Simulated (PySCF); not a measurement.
A structure optimised at B3LYP-D3(BJ)/def2-SVP, used in a PySCF frequency run:

```
Sn
F 1 1.9236
F 1 1.9236 2 105.29
F 1 1.9236 2 105.29 3 110.99
H 1 1.6966 2 113.38 3 -124.50
```
Charge 0, spin multiplicity 1.

Problem. Write its SMILES, formula and point group.

Solution. [F][SnH]([F])[F], F3HSn, C3v

Problem. What are its rotational constants (standard atomic weights)?

Solution. 4.3919, 4.3919, 2.8443 GHz
